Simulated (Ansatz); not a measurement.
# Ligand exchange: C2H6 + GaH(CH3)(SH) → CH4S + GaH(CH3)2

Species: C2H6 (ethane) `CC`, singlet; GaH(CH3)(SH), singlet; CH4S (methanethiol) `CS`, singlet; GaH(CH3)2, singlet. The partners trade CH3 for SH: C–CH3 and Ga–SH bonds give way to C–SH and Ga–CH3.

Shapes, held fixed at every level: PBE0-D4/def2-TZVP. Flexible molecules stand in one conformer, not always the lowest. Programs: Ansatz 0.2.0. Electronic energies: no zero-point or thermal term.

| level | kind | ΔE (kJ/mol) | less CCSD(T)/def2-TZVPP |
| --- | --- | --- | --- |
| HF/def2-SVP | Hartree–Fock | +148.2 | +19.4 |
| SPW92/def2-TZVPP | LDA | +130.3 | +1.5 |
| r2SCAN-D4/def2-TZVPP | meta-GGA | +132.6 | +3.8 |
| PBE0-D4/def2-TZVPP | global hybrid | +130.5 | +1.7 |
| B2PLYP/def2-TZVPP | double hybrid | +130.1 | +1.3 |
| MP2/def2-SVP | perturbation theory | +146.3 | +17.5 |
| CCSD/def2-SVP | coupled cluster or CI | +146.0 | +17.2 |
| CCSD(T)/def2-TZVPP | coupled cluster or CI | +128.8 | 0.0 |

The highest level, CCSD(T)/def2-TZVPP, gives ΔE = +128.8 kJ/mol; the levels span +128.8 to +148.2. The column of differences is taken from that level and isn't an error. No measured value is set beside it here. Relativity is left out for Ga unless named. Correlated rows may include outer-core shells of Ga, which these sets cover unevenly.
